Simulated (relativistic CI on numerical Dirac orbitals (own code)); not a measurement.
**Charge states of manganese**

Method of calculation: Dirac-Coulomb-Breit CI, orbitals from a KLI potential per configuration, model QED, valence Slater integrals scaled by 0.9 (own radial code, finite nucleus).

Each species is treated in one configuration, given outside its closed core. Radial values are for the open shell of highest l, unscaled and averaged over j; ζ includes the Breit term. Labels give the leading LS character, summed over repeated terms.

```csv
Ion,Configuration,Its lowest level,LS weight (%),F² (cm⁻¹),F⁴ (cm⁻¹),ζ (cm⁻¹),Next level,E (cm⁻¹)
Mn,3d5.4s2,6S_5/2,100,77580,47950,296,4G_11/2,26422
Mn+,3d5.4s,7S_3,100,79580,49270,296.6,5S_2,12713
Mn2+,3d5,6S_5/2,100,82710,51370,299.5,4G_11/2,28224
Mn3+,3d4,5D_0,100,91580,57290,350.2,5D_1,92.201
Mn4+,3d3,4F_3/2,100,99590,62660,403.3,4F_5/2,341.6
Mn5+,3d2,3F_2,100,107000,67630,458.8,3F_3,718.08
Mn6+,3d,2D_3/2,100,,,517.1,2D_5/2,1298.3
Mn7+,3s2.3p6,1S_0,100,,,,,
Mn8+,3s2.3p5,2P°_3/2,100,,,8442,2P°_1/2,12686
Mn9+,3s2.3p4,3P_2,97,129100,,8898,3P_1,10113
Mn10+,3s2.3p3,4S°_3/2,98,131900,,9367,2D°_3/2,40749
Mn11+,3s2.3p2,3P_0,97,134600,,9846,3P_1,7230.9
Mn12+,3s2.3p,2P°_1/2,100,,,10340,2P°_3/2,15544
Mn13+,3s2,1S_0,100,,,,,
Mn14+,3s,2S_1/2,100,,,,,
Mn15+,2s2.2p6,1S_0,100,,,,,
Mn16+,2s2.2p5,2P°_3/2,100,,,56870,2P°_1/2,85517
Mn17+,2s2.2p4,3P_2,91,409100,,59430,3P_0,68359
Mn18+,2s2.2p3,?,?,?,?,?,?,?
Mn19+,2s2.2p2,3P_0,92,426200,,64830,3P_1,58948
Mn20+,2s2.2p,2P°_1/2,100,,,67670,2P°_3/2,101750
Mn21+,2s2,1S_0,100,,,,,
Mn22+,2s,2S_1/2,100,,,,,
Mn23+,1s2,1S_0,100,,,,,
```

(1) Fill in the row of Mn18+.

With one configuration, terms of near-neutral atoms and ions can be 10 to 25 % off, and close levels can change places.

At low charge ζ of a weakly bound d or f electron comes out too small.

## Answers

(1) Its lowest level 4S°_3/2; LS weight (%) 91; F² (cm⁻¹) 417700; ζ (cm⁻¹) 62080; Next level 2D°_3/2; E (cm⁻¹) 123530.
